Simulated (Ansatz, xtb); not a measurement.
Isomers of C6H3FN2 in order of energy

10 gas-phase structures of C6H3FN2, from a drawn sample of its isomers (lower ones may exist). Each was relaxed with GFN2-xTB:

A. `N#Cc1ncccc1F`, a singlet
B. `N#Cc1cccc(F)n1`, a singlet
C. `N#Cc1ccnc(F)c1`, a singlet
D. `N#Cc1cncc(F)c1`, a singlet
E. `N#Cc1cc(F)ccn1`, a singlet
F. `N#Cc1ccc(F)cn1`, a singlet
G. `N#Cc1cccnc1F`, a singlet
H. `N#Cc1cnccc1F`, a singlet
I. `N#Cc1ccncc1F`, a singlet
J. `N#Cc1ccc(F)nc1`, a singlet

Question: Which do you expect lowest at r2SCAN-D4/def2-SVP, and how would the others follow?

Answer: Calculated order at r2SCAN-D4/def2-SVP: J (0.000), G (0.037), B (0.068), C (0.070), H (0.283), E (0.313), D (0.359), F (0.366), A (0.393), I (0.410) eV. Less than 1 kcal/mol parts J and G; G and B; B and C; H and E; D and F; F and A; A and I, so the order within those pairs means little.

Energies above the lowest of each column, in eV; the last columns are at PBE0-D3(BJ)/def2-SVP geometries and were run for some of them only (a dash: not run or not comparable):

```csv
structure,GFN2-xTB,HF/STO-3G,r2SCAN-D4/def2-SVP,PBE0-D3(BJ)/def2-SVP,CCSD(T)/def2-SVP + ΔMP2/def2-TZVPP
J,0.000,0.000,0.000,0.000,0.000
G,0.066,0.031,0.037,0.041,0.062
B,0.079,0.052,0.068,0.075,0.066
C,0.044,0.061,0.070,0.072,0.051
H,0.145,0.153,0.283,0.272,0.267
E,0.156,0.175,0.313,0.302,0.269
D,0.145,0.213,0.359,–,–
F,0.194,0.186,0.366,–,–
A,0.261,0.210,0.393,–,–
I,0.231,0.219,0.410,–,–
```

Every level run on J puts it lowest or level with the lowest. CCSD(T)/def2-SVP + ΔMP2/def2-TZVPP orders those it was run on as J (0.000), C (0.051), G (0.062), B (0.066), H (0.267), E (0.269) eV. Less than 1 kcal/mol parts C and G; G and B; H and E, so the order within those pairs means little. Frequencies (GFN2-xTB) were run for B, C, E, G, H, J alone. ΔMP2 is the change of the MP2 energy from the smaller to the larger basis.

Over these structures GFN2-xTB departs from r2SCAN-D4/def2-SVP by 0.081 eV on average once a common shift is removed. A GFN2-xTB relaxation took about 0.098 s and the r2SCAN-D4/def2-SVP energy about 2.6 s on a shared host (Ansatz 0.2.0, xtb 6.7.1).
